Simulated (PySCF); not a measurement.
Two species compared at the same levels of theory.

First species: PhSCF3, C7H5F3S.
InChI=1S/C7H5F3S/c8-7(9,10)11-6-4-2-1-3-5-6/h1-5H

Second species: C8H9P.
Z-matrix (Å and degrees, GFN2-xTB geometry), rows numbered from 1:
```
C 
P   1  1.6647
C   2  1.8350  1  100.90
C   3  1.3914  2  119.83  1   -48.96
C   4  1.3817  3  120.72  2  -178.38
C   5  1.3843  4  119.66  3     0.40
C   6  1.3837  5  119.90  4     0.38
C   7  1.3876  6  121.15  5    -0.19
C   8  1.4977  3  120.62  2    -3.49
H   1  1.0774  2  119.35  3   179.16
H   1  1.0779  2  124.15  3    -2.62
H   4  1.0817  3  119.37  2     1.04
H   5  1.0803  4  120.02  3  -179.98
H   6  1.0801  5  120.15  4  -179.94
H   7  1.0810  6  119.65  5   179.77
H   9  1.0875  8  110.95  3   161.92
H   9  1.0896  8  110.65  3    40.70
H   9  1.0909  8  110.04  3   -78.29
```

Levels: PBE0/pcSseg-1 for dipole moment, HOMO energy, LUMO energy and HOMO–LUMO gap; GFN2-xTB for rotational constant A and rotational constant C. Geometries: GFN2-xTB. All species are isolated and taken at one optimised geometry, non-relativistic unless stated. Electronic properties by PySCF.

The conformers computed, where there is a choice (atom-mapped SMILES and torsion angles):
- `[F:1][C:2]([F:3])([F:4])[S:5][c:6]1[cH:7][cH:8][cH:9][cH:10][cH:11]1`: F1–C2–S5–C6 63°, C2–S5–C6–C7 -89°
- `[CH2:1]=[P:2][c:3]1[cH:4][cH:5][cH:6][cH:7][c:8]1[CH3:9]`: C1–P2–C3–C4 -49°

Q: Which has the higher HOMO energy?

A: The second: -6.90 eV against -7.72 eV, a difference of 0.82 eV.

Q: Which of the two has the higher rotational constant C, and by how much?

A: The second: 0.821 GHz against 0.598 GHz, a difference of 0.223 GHz.

Q: Which of the two has the higher LUMO energy, and by how much?

A: The first: -1.08 eV against -1.70 eV, a difference of 0.62 eV.

Q: Which has the higher rotational constant A?

A: The second: 2.368 GHz against 2.095 GHz, a difference of 0.273 GHz.

Q: Which has the higher dipole moment?

A: The first: 2.59 D against 1.14 D, a difference of 1.45 D.

Q: Which has the higher HOMO–LUMO gap?

A: The first: 6.64 eV against 5.20 eV, a difference of 1.44 eV.

On the first: In atomic units the dipole is 1.02 e·bohr (1 au = 2.5417 D).

On the second: The dipole matches unit charges of opposite sign 0.24 Å apart (1 e·Å = 4.8032 D).
